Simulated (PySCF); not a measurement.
Ge, charge +1, doublet.

The PySCF input:
```python
from pyscf import gto, scf, dft

mol = gto.Mole()
mol.atom = '''
    Ge    0.000000    0.000000    0.000000
'''
mol.basis = 'aug-cc-pvdz'
mol.charge = 1
mol.spin = 1
mol.verbose = 4
mol.build()

mf = dft.UKS(mol)
mf.xc = 'r2scan'
mf.kernel()
mf.analyze()
```

What does this run give for the HOMO energy, number of basis functions, <S^2>, total energy?


```
Quantity                             Value
-------------------------  ---------------
HOMO energy                      -12.11 eV
number of basis functions               36
<S^2>                                0.755
total energy               -2076.576852 Ha
```

These values belong to the state on which the SCF converged, which isn't shown to be the lowest.
